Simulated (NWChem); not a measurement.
System: CH₃ClMg; SMILES [CH3][Mg][Cl]

NWChem input:

```
start job
memory heap 200 mb stack 900 mb global 1100 mb
geometry units angstroms
  Mg    -0.062736    -0.291924     0.000140
  Cl     0.366935     1.890143    -0.000367
  C     -0.466010    -2.341737     0.000614
  H      0.172310    -2.879989    -0.731324
  H     -1.524296    -2.546779    -0.265679
  H     -0.280052    -2.790948     0.998863
end
basis spherical
  * library 3-21g
end
dft
  xc hfexch
  iterations 150
end
driver
  maxiter 120
end
task dft optimize
task dft freq
```

Parts of the log:

```
             Northwest Computational Chemistry Package (NWChem) 7.3.0
             --------------------------------------------------------

 C3  symmetry detected

                             Geometry "geometry" -> ""
                             -------------------------

 Output coordinates in angstroms (scale by  1.889725989 to convert to a.u.)

  No.       Tag          Charge          X              Y              Z
 ---- ---------------- ---------- -------------- -------------- --------------
    1 Mg                  12.0000     0.00000000    -0.00000000     0.46816462
    2 Cl                  17.0000     0.00000000     0.00000000    -1.75580341
    3 C                    6.0000     0.00000000     0.00000000     2.55727052
    4 H                    1.0000     1.02206103     0.15555674     2.96235314
    5 H                    1.0000    -0.37631443    -0.96290919     2.96235314
    6 H                    1.0000    -0.64574660     0.80735245     2.96235314

 Effective nuclear repulsion energy (a.u.)     101.4010164390

      Symmetry information
      --------------------

 Group name             C3
 Group number              5
 Group order               3
 No. of unique centers     4

                                Z-matrix (autoz)
                                --------

 Units are Angstrom for bonds and degrees for angles

      Type          Name      I     J     K     L     M      Value
      ----------- --------  ----- ----- ----- ----- ----- ----------
    1 Stretch                  1     2                       2.22397
    2 Stretch                  1     3                       2.08911
    3 Stretch                  3     4                       1.11036
    4 Stretch                  3     5                       1.11036
    5 Stretch                  3     6                       1.11036
    6 Bend                     1     3     4               111.39657
    7 Bend                     1     3     5               111.39657
    8 Bend                     1     3     6               111.39657
    9 Bend                     2     3     4               111.39657
   10 Bend                     2     3     5               111.39657
   11 Bend                     2     3     6               111.39657
   12 Bend                     4     3     5               107.47913
   13 Bend                     4     3     6               107.47913
   14 Bend                     5     3     6               107.47913
   15 Torsion                  2     1     4     3        -180.00000
   16 Torsion                  2     1     5     3        -180.00000
   17 Torsion                  2     1     6     3        -180.00000

  xc_inp: hfexch multiplicative factor not found.

                           NWChem Geometry Optimization
                           ----------------------------

 maximum gradient threshold         (gmax) =   0.000450
 rms gradient threshold             (grms) =   0.000300
 maximum cartesian step threshold   (xmax) =   0.001800
 rms cartesian step threshold       (xrms) =   0.001200
 fixed trust radius                (trust) =   0.300000
 source of zmatrix                         =   autoz

          -------------------
          Energy Minimization
          -------------------

 Using diagonal initial Hessian
 Scaling for Hessian diagonals: bonds = 1.00  angles = 0.25  torsions = 0.10

          --------
          Step   0

                                 NWChem DFT Module
                                 -----------------

 Summary of "ao basis" -> "ao basis" (spherical)
 ------------------------------------------------------------------------------
       Tag                 Description            Shells   Functions and Types
 ---------------- ------------------------------  ------  ---------------------
 Mg                          3-21g                   7       13   4s3p
 Cl                          3-21g                   7       13   4s3p
 C                           3-21g                   5        9   3s2p
 H                           3-21g                   2        2   2s

      Symmetry analysis of basis
      --------------------------

        a          21
        e+         10
        e-         10

  Rotation of axis

            General Information
            -------------------
          SCF calculation type: DFT
          Wavefunction type:  closed shell.
          No. of atoms     :     6
          No. of electrons :    38
           Alpha electrons :    19
            Beta electrons :    19
          Charge           :     0
          Spin multiplicity:     1
          Use of symmetry is: on ; symmetry adaption is: on
          Maximum number of iterations: 150
          AO basis - number of functions:    41
                     number of shells:    25
          Convergence on energy requested:  1.00D-06
          Convergence on density requested:  1.00D-05
          Convergence on gradient requested:  5.00D-04

              XC Information
              --------------
                     Hartree-Fock (Exact) Exchange  1.000

      Superposition of Atomic Density Guess
      -------------------------------------

 Sum of atomic energies:        -694.70471637

      Non-variational initial energy
      ------------------------------

 Total energy =    -695.345393
 1-e energy   =   -1164.175413
 2-e energy   =     367.429003
 HOMO         =      -0.328954
 LUMO         =      -0.053686

      Symmetry analysis of molecular orbitals - initial
      -------------------------------------------------

  Numbering of irreducible representations:

     1 a           2 e+          3 e-

  Orbital symmetries:

     1 a           2 a           3 a           4 a           5 a
     6 e+          7 e+          8 a           9 a          10 e+
    11 e+         12 a          13 a          14 a          15 e+
    16 e+         17 e+         18 e+         19 a          20 a
    21 e+         22 e+         23 a          24 e+         25 e+
    26 a          27 e+         28 e+         29 a

   convergence    iter        energy       DeltaE   RMS-Dens  Diis-err
 ---------------- ----- ----------------- --------- --------- ---------
 d= 0,ls=0.0,diis     1   -695.2153754756 -7.97D+02  1.31D-02  1.69D-01
 d= 0,ls=0.0,diis     2   -695.2464174371 -3.10D-02  3.38D-03  1.75D-02
 d= 0,ls=0.0,diis     3   -695.2494514078 -3.03D-03  1.42D-03  1.02D-03
 d= 0,ls=0.0,diis     4   -695.2497778060 -3.26D-04  3.01D-04  4.04D-05
 d= 0,ls=0.0,diis     5   -695.2497969422 -1.91D-05  1.44D-04  1.08D-05
  Resetting Diis
 d= 0,ls=0.0,diis     6   -695.2498008931 -3.95D-06  4.66D-05  5.56D-07
 d= 0,ls=0.0,diis     7   -695.2498012238 -3.31D-07  4.74D-06  1.45D-08

         Total DFT energy =     -695.249801223776
      One electron energy =    -1166.536101004154
           Coulomb energy =      419.748248641553
    Exchange-Corr. energy =      -49.862965300186
 Nuclear repulsion energy =      101.401016439010

 Numeric. integr. density =        0.000000000000

                  Occupations of the irreducible representations
                  ----------------------------------------------

                     irrep           alpha         beta
                     --------     --------     --------
                     a                11.0         11.0
                     e+                8.0          8.0
                     e-                0.0          0.0

                       DFT Final Molecular Orbital Analysis
                       ------------------------------------

 Vector   17  Occ=2.000000D+00  E=-4.285188D-01  Symmetry=e+
              MO Center= -8.3D-05,  8.7D-05, -1.7D+00, r^2= 1.3D+00
   Bfn.  Coefficient  Atom+Function         Bfn.  Coefficient  Atom+Function
  ----- ------------  ---------------      ----- ------------  ---------------
    21      0.465047  2 Cl py                25      0.431612  2 Cl py
    20     -0.340237  2 Cl px                24     -0.315776  2 Cl px
    17     -0.217576  2 Cl py                16      0.159183  2 Cl px
     8      0.046535  1 Mg py                 7     -0.034046  1 Mg px
    12      0.031614  1 Mg py                 4     -0.027124  1 Mg py

 Vector   18  Occ=2.000000D+00  E=-4.285188D-01  Symmetry=e+
              MO Center=  8.3D-05, -8.7D-05, -1.7D+00, r^2= 1.3D+00
   Bfn.  Coefficient  Atom+Function         Bfn.  Coefficient  Atom+Function
  ----- ------------  ---------------      ----- ------------  ---------------
    20      0.465047  2 Cl px                24      0.431612  2 Cl px
    21      0.340237  2 Cl py                25      0.315776  2 Cl py
    16     -0.217576  2 Cl px                17     -0.159183  2 Cl py
     7      0.046535  1 Mg px                 8      0.034046  1 Mg py
    11      0.031614  1 Mg px                 3     -0.027124  1 Mg px

 Vector   19  Occ=2.000000D+00  E=-3.830557D-01  Symmetry=a
              MO Center= -4.2D-16,  5.0D-16,  1.9D+00, r^2= 2.4D+00
   Bfn.  Coefficient  Atom+Function         Bfn.  Coefficient  Atom+Function
  ----- ------------  ---------------      ----- ------------  ---------------
    35      0.436842  3 C  pz                31      0.360688  3 C  pz
    32     -0.192851  3 C  s                  9     -0.186237  1 Mg pz
     6     -0.165680  1 Mg s                 22      0.155745  2 Cl pz
    10     -0.140054  1 Mg s                  2      0.129610  1 Mg s
     5      0.127302  1 Mg pz                26      0.122827  2 Cl pz

[...]

      ----------------------
      Optimization converged
      ----------------------

  Step       Energy      Delta E   Gmax     Grms     Xrms     Xmax
  ---- ---------------- -------- -------- -------- -------- --------
@    4    -695.25135747 -4.2D-07  0.00006  0.00002  0.00049  0.00144
                                     ok       ok       ok       ok

                                Z-matrix (autoz)
                                --------

 Units are Angstrom for bonds and degrees for angles

      Type          Name      I     J     K     L     M      Value     Gradient
      ----------- --------  ----- ----- ----- ----- ----- ---------- ----------
    1 Stretch                  1     2                       2.27758   -0.00003
    2 Stretch                  1     3                       2.08990   -0.00006
    3 Stretch                  3     4                       1.08816    0.00001
    4 Stretch                  3     5                       1.08816    0.00001
    5 Stretch                  3     6                       1.08816    0.00001
    6 Bend                     1     3     4               111.27664   -0.00002
    7 Bend                     1     3     5               111.27664   -0.00002
    8 Bend                     1     3     6               111.27664   -0.00002
    9 Bend                     2     3     4               111.27664   -0.00002
   10 Bend                     2     3     5               111.27664   -0.00002
   11 Bend                     2     3     6               111.27664   -0.00002
   12 Bend                     4     3     5               107.60702    0.00002
   13 Bend                     4     3     6               107.60702    0.00002
   14 Bend                     5     3     6               107.60702    0.00002
   15 Torsion                  2     1     4     3         180.00000   -0.00000
   16 Torsion                  2     1     5     3        -180.00000    0.00000
   17 Torsion                  2     1     6     3        -180.00000   -0.00000

                         Geometry "geometry" -> "geometry"
                         ---------------------------------

 Output coordinates in angstroms (scale by  1.889725989 to convert to a.u.)

  No.       Tag          Charge          X              Y              Z
 ---- ---------------- ---------- -------------- -------------- --------------
    1 Mg                  12.0000    -0.00000000     0.00000000     0.48168337
    2 Cl                  17.0000     0.00000000     0.00000000    -1.79589735
    3 C                    6.0000    -0.00000000     0.00000000     2.57158057
    4 H                    1.0000     1.00244338     0.15257095     2.96644151
    5 H                    1.0000    -0.36909137    -0.94442690     2.96644151
    6 H                    1.0000    -0.63335200     0.79185596     2.96644151

 Effective nuclear repulsion energy (a.u.)     100.2860247840

      Symmetry information
      --------------------

 Group name             C3
 Group number              5
 Group order               3
 No. of unique centers     4

                Final and change from initial internal coordinates
                --------------------------------------------------

                                Z-matrix (autoz)
                                --------

 Units are Angstrom for bonds and degrees for angles

[...]

 Rotational Constants
 --------------------
 A=   5.422862 cm-1  (  7.802114 K)
 B=   0.075224 cm-1  (  0.108228 K)
 C=   0.075224 cm-1  (  0.108228 K)

 Temperature                      =   298.15K
 frequency scaling parameter      =   1.0000

 Zero-Point correction to Energy  =   24.168 kcal/mol  (  0.038514 au)
 Thermal correction to Energy     =   27.269 kcal/mol  (  0.043456 au)
 Thermal correction to Enthalpy   =   27.862 kcal/mol  (  0.044400 au)

 Total Entropy                    =   68.446 cal/mol-K
   - Translational                =   38.802 cal/mol-K (mol. weight =  73.9774)
   - Rotational                   =   21.286 cal/mol-K (symmetry #  =        3)
   - Vibrational                  =    8.358 cal/mol-K

 Cv (constant volume heat capacity) =   14.136 cal/mol-K
   - Translational                  =    2.979 cal/mol-K
   - Rotational                     =    2.979 cal/mol-K
   - Vibrational                    =    8.177 cal/mol-K

[normal modes left out]

 ----------------------------------------------------------------------------
 Normal Eigenvalue ||           Projected Infra Red Intensities
  Mode   [cm**-1]  || [atomic units] [(debye/angs)**2] [(KM/mol)] [arbitrary]
 ------ ---------- || -------------- ----------------- ---------- -----------
    1       -0.000 ||    0.000661           0.015         0.645       0.227
    2        0.000 ||    0.000661           0.015         0.645       0.227
    3        0.000 ||    0.000001           0.000         0.001       0.000
    4        0.000 ||    0.000866           0.020         0.845       0.298
    5        0.000 ||    0.000868           0.020         0.846       0.298
    6        0.000 ||    0.001734           0.040         1.690       0.596
    7      117.725 ||    0.051672           1.192        50.372      17.752
    8      117.725 ||    0.051672           1.192        50.372      17.752
    9      369.501 ||    0.017151           0.396        16.719       5.892
   10      654.774 ||    0.060810           1.403        59.280      20.891
   11      702.153 ||    0.131700           3.038       128.387      45.246
   12      702.153 ||    0.131700           3.038       128.387      45.246
   13     1369.487 ||    0.001619           0.037         1.578       0.556
   14     1640.886 ||    0.000526           0.012         0.513       0.181
   15     1640.886 ||    0.000526           0.012         0.513       0.181
   16     3154.637 ||    0.030002           0.692        29.247      10.307
   17     3221.839 ||    0.020885           0.482        20.360       7.175
   18     3221.840 ||    0.020885           0.482        20.360       7.175
 ----------------------------------------------------------------------------
```

Level: Hartree-Fock/3-21G.
